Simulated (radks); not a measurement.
Results of a calculation; reference values are marked as such.
Problem. Neutral ytterbium, configuration [Xe] 4f14 6s2 (the NIST ground configuration). Code: a radial shooting solver on a logarithmic mesh with Libxc functionals. Model: scalar-relativistic Kohn-Sham, r2SCAN, spin-unpolarised, spherical densities, finite nucleus; meta-GGA in the generalised Kohn-Sham scheme; Fermi nuclear charge, rms radius 5.3108 fm; hard spherical wall at 7 bohr. Some entries of the table are withheld. Estimate them.

orbital  occ.  eigenvalue (eV)  <1/r> (bohr^-1)  <r^2> (bohr^2)
1s          2        -61311.48              (1)       0.0005301
2s          2        -10410.86              (2)        0.008209
2p          6        -9172.573            17.26        0.006716
3s          2        -2354.738              (3)         0.05356
3p          6        -1979.603            6.474         0.05412
3d         10        -1522.338            6.122         0.04512
4s          2        -467.2888            2.929          0.2689
4p          6        -343.6200            2.675          0.3056
4d         10        -180.0567            2.364          0.3646
5s          2         -55.3944            1.093           1.654
5p          6         -27.3127           0.9004           2.399
6s          2          -2.9352           0.3426           13.73
4f         14          -1.8542            1.731          0.8755
5d          0              (4)           0.4487           9.736
6p          0           1.1667           0.3030           17.05
7s          0          10.8068           0.3466           19.25

Solution. 
(1) 1s <1/r> (bohr^-1): 80.62
(2) 2s <1/r> (bohr^-1): 18.81
(3) 3s <1/r> (bohr^-1): 6.962
(4) 5d eigenvalue (eV): 0.7850
